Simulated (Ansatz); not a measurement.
Frontier orbitals of H3SSb, SMILES `[SH][SbH2]`.

Total charge 0; spin multiplicity 1. Correlated methods include outer-core shells of Sb, which these sets cover unevenly. Sb takes the def2 core potential. The geometry is a stationary point of PBE0-D4/def2-TZVP. Basis def2-TZVPP, the Gaussian-basis code of Ansatz.

Question: Compute the vertical ionisation energy as the energy of the cation minus that of the neutral molecule, at each level. (An estimate is asked.)

Answer: Ansatz gave: 
```csv
level,IE (eV),difference from CCSD(T)/def2-TZVPP
PBE-D4/def2-TZVPP,9.30,-0.18
r2SCAN-D4/def2-TZVPP,9.40,-0.07
PBE0-D4/def2-TZVPP,9.46,-0.02
B3LYP-D4/def2-TZVPP,9.48,0.00
ωB97X-V/def2-TZVPP,9.55,0.07
ωB97M-V/def2-TZVPP,9.54,0.06
B2PLYP/def2-TZVPP,9.45,-0.02
HF/def2-TZVPP,8.44,-1.04
MP2/def2-TZVPP,9.57,0.09
CCSD/def2-TZVPP,9.41,-0.06
CCSD(T)/def2-TZVPP,9.48,0.00
HF/def2-QZVPP,8.44,-1.03
MP2/def2-QZVPP,9.68,0.20
```

B3LYP here is the variant with VWN-RPA as its local correlation; programs differ in this.
